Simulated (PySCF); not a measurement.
Compounds:

A. `C=C/C=C1/CC[C@@H]1Cl`
B. SMILES CC(=O)c1ccc(Cl)cc1
C. SMILES C1[C@@H]2C=C[C@](Cl)(C1)C2

Spectrum 1. ¹³C{¹H} NMR (computed): δ 148.8 (CH), 144.2 (CH), 77.2 (C), 61.9 (CH2), 43.7 (CH), 37.7 (CH2), 30.6 (CH2).

Spectrum 2. ¹³C{¹H} NMR (computed): δ 150.5 (C), 140.6 (CH), 138.6 (CH), 124.3 (CH2), 58.9 (CH), 31.1 (CH2), 27.8 (CH2).

Spectrum 3. ¹³C{¹H} NMR (computed): δ 199.0 (C), 151.9 (C), 138.1 (C), 136.2 (CH), 134.7 (CH), 28.5 (CH3).

- NMR shieldings at PBE0/pcSseg-1/GIAO
- geometry from GFN2-xTB
- code: PySCF 2.14.0 with density-fitted response routines
- one computed conformer, non-relativistic Hamiltonian, no solvent, one averaged value for each set of equivalent atoms

Referencing at the same level of theory: ¹³C against TMS. Shifts are as computed. Against solution values, carbons near 30 ppm lie about +3 ppm off and those near 130 ppm about +5 ppm; carbons on Cl a further +6 ppm. Of 1211 compounds with measured shifts, 218 miss one by over three times the rms of a fit or turn the order of signals round; such compounds aren't used in these exercises. Carbons bonded to Cl come out too deshielded.

Q: Which spectrum belongs to which compound?

A: 1–C, 2–A, 3–B.

- Spectrum 1 (C): 7 ¹³C signals; δC 148.8 is an alkene CH; δC 144.2 is an alkene CH.
- Spectrum 2 (A): 7 ¹³C signals; δC 150.5 is a fully substituted alkene carbon; δC 140.6 is an alkene CH.
- Spectrum 3 (B): 6 ¹³C signals; δC 199.0 is a ketone carbonyl carbon; δC 136.2 is an aromatic CH.
